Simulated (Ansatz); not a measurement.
A made-up structure of NaSiH3Se, closed shell:

```tsv
atom	x (Å)	y (Å)	z (Å)
Na1	-2.2049	0.5131	0.3957
Si2	-0.1757	-0.0002	-0.4732
Se3	0.2936	0.0636	1.5960
H4	0.0884	-1.4115	-1.1775
H5	0.6249	1.0502	-1.3749
H6	1.3737	-0.2152	1.0339
```

It is relaxed with PBE-D4/def2-SVP and then PBE0-D4/def2-TZVP (Ansatz 0.2.0). Atoms count as bonded within 1.22 times the sum of their covalent radii (H–H: 0.88 Å). The end point is not checked to be a true minimum.

Question: Does its bonding change? (Judge from chemistry; the calculation decides.)

Answer: The calculation gives: Yes. Formed: none; broken: Na1–Se3.

Where it ends: The first stage lowers the energy by 2.73 eV in 14 steps. It ends as NaSiH₃Se ([Na][SiH2][SeH]):
Na1  (-2.943, 0.645, 0.034)
Si2  (-0.315, 0.028, -0.498)
Se3  (0.654, -0.013, 1.621)
H4  (0.035, -1.298, -1.110)
H5  (0.532, 0.981, -1.293)
H6  (2.038, -0.343, 1.246)
(Å)

Labels in which every atom is bracketed show which atoms are joined, not bond orders.

For scale, one of the runs: PBE0-D4/def2-TZVP relaxation, 135 basis functions, launched by `ansatz run in.yaml --threads 2 --pin off --events-out ev --progress --plain --max-ram 4352MiB`. Hardware: 2 CPU threads of an Arm Neoverse V1, shared host. Wall time about 30 s.
